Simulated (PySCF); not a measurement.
Si(Cl)2(GeH3)(OH) (Cl2GeH4OSi), SMILES O[Si](Cl)(Cl)[GeH3]. Coordinates come from a B3LYP-D3(BJ)/def2-SVP optimisation. Other conformers were not sampled.

Calculation: B3LYP-D3(BJ)/def2-SVP (PySCF).

Harmonic wavenumbers (cm⁻¹): 88, 98, 110, 185, 192, 200, 303, 360, 473, 481, 546, 583, 794, 802, 879, 880, 929, 2135, 2146, 2147, 3845. Rotational constants (GHz): 1.718, 0.9903, 0.8180; symmetry number 1.

Work out the zero-point energy and the ideal-gas rigid-rotor harmonic-oscillator thermochemistry at 298.15 K and 1 atm.

ZPE = ½ Σ hcν = ½ × 18176 cm⁻¹ = 25.98 kcal/mol. H − E(el) = 32.04 kcal/mol. Entropy in cal/(mol K): translation 41.66, rotation 29.83, vibration 22.92, total 94.41. G − E(el) = 3.89 kcal/mol. Cp = 30.24 cal/(mol K). Modes under 150 cm⁻¹ make the vibrational entropy uncertain.
